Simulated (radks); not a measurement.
All-electron atom: Xe I in [Xe].

Calculated with a radial shooting solver on a logarithmic mesh with Libxc functionals: non-relativistic Kohn-Sham, r2SCAN, spin-polarised, spherical densities, point nucleus; meta-GGA in the generalised Kohn-Sham scheme; relativity is left out, which matters for an element this heavy.

Energy parts (hartree):
part                        energy
total                  -7234.80868
kinetic                 7232.23912
electron-nucleus      -17166.11749
Hartree                 2880.82132
exchange-correlation    -181.75163

Orbitals (lengths in bohr, moments of r in powers of bohr; <r^-3> diverges for s and p1/2; r(max) is where P^2 peaks):
orbital  occ.  eigenvalue (hartree)  <r^-3>      <r>   r(max)      <r^4>
1s          2             -1211.989       -  0.02815  0.01865  2.842e-06
2s          2             -184.4118       -   0.1210   0.1028  0.0005013
2p          6             -173.4003    5194   0.1030  0.08042  0.0003259
3s          2             -37.87553       -   0.3197   0.2919    0.02058
3p          6             -33.20678   986.3   0.3102   0.2786    0.01966
3d         10             -24.55946   160.5   0.2812   0.2271    0.01580
4s          2              -6.86984       -   0.7467   0.6884     0.5789
4p          6              -5.19677   194.0   0.7779   0.7054     0.7161
4d         10              -2.33074   24.82   0.8713   0.7457      1.326
5s          2              -0.68974       -    1.958    1.702      29.13
5p          6              -0.31722   19.49    2.323    1.935      63.65

The highest occupied level is 5p at -8.632 eV. Summed over all electrons, <r^2> = 62.07 bohr^2, which gives a Langevin (diamagnetic) susceptibility term of -49.2 x 10^-6 cm^3/mol. The electron density at the nucleus is 1.112e+05 e/bohr^3.
